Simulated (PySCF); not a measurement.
C4H6BF. Atoms are numbered in the order given.

```xyz
12

C     -1.2362     2.1293     0.0000
C     -0.3783     1.2656     0.0000
B      0.6480     0.1231     0.0000
F      1.9383     0.4526     0.0000
C      0.2637    -1.3939     0.0000
C     -1.2189    -1.7391     0.0000
H     -1.9851     2.9015     0.0000
H      0.7799    -1.8438     0.8702
H      0.7799    -1.8438    -0.8702
H     -1.7270    -1.3235    -0.8835
H     -1.3877    -2.8266     0.0000
H     -1.7270    -1.3235     0.8835
```
Charge 0, spin multiplicity 1.

Geometry: PBE0-D3(BJ)/def2-SVP. This is a generated structure with no PubChem entry under its InChIKey; it may be hypothetical. One conformer was computed; it need not be the lowest.

The numbers are results of TDA-B3LYP/def2-SVPD run with PySCF, not measurements.

Vertical excitations. The molecule is in vacuum. State labels are in the subgroup Cs.

```csv
state,symmetry,energy (eV),λ (nm),f,main pairs
S1,A",4.88,254,0.000,HOMO→LUMO 98 %
S2,A',5.89,210,0.062,"HOMO−1→LUMO 70 %, HOMO→LUMO+1 26 %"
S3,A",5.91,210,0.002,HOMO−2→LUMO 97 %
S4,A",6.89,180,0.001,HOMO−1→LUMO+1 91 %
S5,A',7.01,177,0.025,HOMO−3→LUMO 99 %
S6,A",7.46,166,0.000,HOMO−4→LUMO 99 %
S7,A',7.62,163,0.044,HOMO→LUMO+2 84 %
S8,A",7.96,156,0.039,HOMO−1→LUMO+2 90 %
S9,A',8.02,155,0.081,HOMO−2→LUMO+1 82 %
S10,A',8.18,152,0.038,"HOMO→LUMO+3 47 %, HOMO−2→LUMO+2 41 %"
T1,A',4.40,282,0,HOMO−1→LUMO 93 %
T2,A",4.51,275,0,HOMO→LUMO 95 %
T3,A",5.50,226,0,HOMO−2→LUMO 95 %
T4,A',5.52,225,0,HOMO→LUMO+1 80 %
```
Triplets are in the Tamm–Dancoff approximation.
